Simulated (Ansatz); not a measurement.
`[F][GeH2][O][SiH3]` + H₂S → `[F][GeH2][SH]` + silanol at 700 K and 1 bar (ligand exchange at a Ge–O bond).

Isolated molecules relaxed with PBE0-D4/def2-TZVP in Ansatz; ΔE leaves out vibrations. CCSD(T)/CBS is the MP2 limit (def2-TZVPP, def2-QZVPP) plus CCSD(T) − MP2 in def2-TZVPP, frozen cores. This one scheme is used for every species. For Ge outer-core shells are correlated without core-valence functions, which leaves a few kJ/mol of doubt a bond. Scalar relativity is left out up to krypton. One conformer a species, not always the lowest.

```json
{"species": "`[F][GeH2][O][SiH3]`", "CCSD(T)/CBS energy (Eh)": "-2543.25592", "H − E (kJ/mol)": "199.6", "S (J/(mol·K))": "469.8"}
{"species": "H₂S", "CCSD(T)/CBS energy (Eh)": "-398.97279", "H − E (kJ/mol)": "64.8", "S (J/(mol·K))": "236.9"}
{"species": "`[F][GeH2][SH]`", "CCSD(T)/CBS energy (Eh)": "-2575.53651", "H − E (kJ/mol)": "125.5", "S (J/(mol·K))": "383.9"}
{"species": "`O[SiH3]`", "CCSD(T)/CBS energy (Eh)": "-366.69042", "H − E (kJ/mol)": "144.6", "S (J/(mol·K))": "321.6"}
```

H − E and S are ideal-gas, rigid-rotor, harmonic terms from PBE0-D4/def2-TZVP, for one conformer and one mirror image of each species. 1 Eh = 2625.50 kJ/mol, R = 8.31446 J/(mol·K).

Problem. By hand: ΔE, ΔH, ΔS and ΔG.

Solution. ΔE = (-2575.53651) + (-366.69042) − (-2543.25592) − (-398.97279) = 0.00178 Eh = 4.7 kJ/mol. Δ(H − E) = 125.5 + 144.6 − 199.6 − 64.8 = 5.7, so ΔH = 10.4 kJ/mol. ΔS = 383.9 + 321.6 − 469.8 − 236.9 = -1.2 J/(mol·K). ΔG = 10.4 − 700 × (-1.2)/1000 = 11.2 kJ/mol.

Problem. By hand: the equilibrium constant, and the temperature at which ΔG would vanish if ΔH and ΔS stayed fixed.

Solution. log₁₀ K = −ΔG/(RT ln 10) = -0.8. ΔH and −TΔS have one sign here, so there is no such temperature.

The number of gas molecules stays the same, so ΔS is small and ΔH decides. A doubt of 5 kJ/mol in ΔE shifts log₁₀ K by 0.4 here. Other conformers and mirror images would add mixing entropy, several J/(mol·K) or more a flexible species. Modes under 60 cm⁻¹, often nearly free rotors, make the harmonic entropy too high. These are equilibria of isolated gas molecules and say nothing of rates. Largest T1 diagnostic: 0.012 (customary marks: 0.02 for closed shells, 0.045 for open ones).

ΔS is within the doubt of such terms, so its sign, and with it that verdict, could turn.
